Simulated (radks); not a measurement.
Values are calculated unless marked as measured or tabulated.
Cs IV, configuration [Kr] 4d10 5s2 5p4.

Code: a radial shooting solver on a logarithmic mesh with Libxc functionals. Model: scalar-relativistic Kohn-Sham, PBEsol, spin-unpolarised, spherical densities, finite nucleus; Fermi nuclear charge, rms radius 4.8041 fm.

Energy parts (hartree):
total: -7781.2458
kinetic: 8197.3437
electron-nucleus: -18776.8271
Hartree: 2986.1572
exchange-correlation: -187.9196

Orbitals (lengths in bohr, moments of r in powers of bohr; r(max) is where P^2 peaks):
| orbital | occ. | eigenvalue (hartree) | r(max) | <r> |
|---|---|---|---|---|
| 1s | 2 | -1315.995 | 0.01679 | 0.02612 |
| 2s | 2 | -207.3774 | 0.09492 | 0.1122 |
| 2p | 6 | -186.1825 | 0.07620 | 0.09823 |
| 3s | 2 | -43.97852 | 0.2726 | 0.2992 |
| 3p | 6 | -37.15686 | 0.2667 | 0.2971 |
| 3d | 10 | -27.13380 | 0.2204 | 0.2736 |
| 4s | 2 | -9.17774 | 0.6424 | 0.6945 |
| 4p | 6 | -6.99435 | 0.6728 | 0.7390 |
| 4d | 10 | -3.81387 | 0.7203 | 0.8340 |
| 4f | 0 | -0.68140 | 0.9187 | 1.551 |
| 5s | 2 | -1.98756 | 1.517 | 1.670 |
| 5p | 4 | -1.45513 | 1.713 | 1.913 |
| 6s | 0 | -0.69224 | 3.455 | 3.647 |

The highest occupied level is 5p at -39.596 eV. For comparison, the ionisation energy in NIST's Atomic Spectra Database is 43 eV (theoretical). In exact Kohn-Sham theory the highest level is minus the ionisation energy, but local and semilocal functionals leave it too shallow, through self-interaction and a potential that decays too fast; potentials with the right tail come closer. The density falls to 0.001 e/bohr^3 at r = 3.60 bohr. Summed over all electrons, <r^2> = 37.41 bohr^2, which gives a Langevin (diamagnetic) susceptibility term of -29.6 x 10^-6 cm^3/mol.

Beside tabulated values, note that spin-unpolarised runs miss the spin-polarisation part of the exchange energy of open shells.
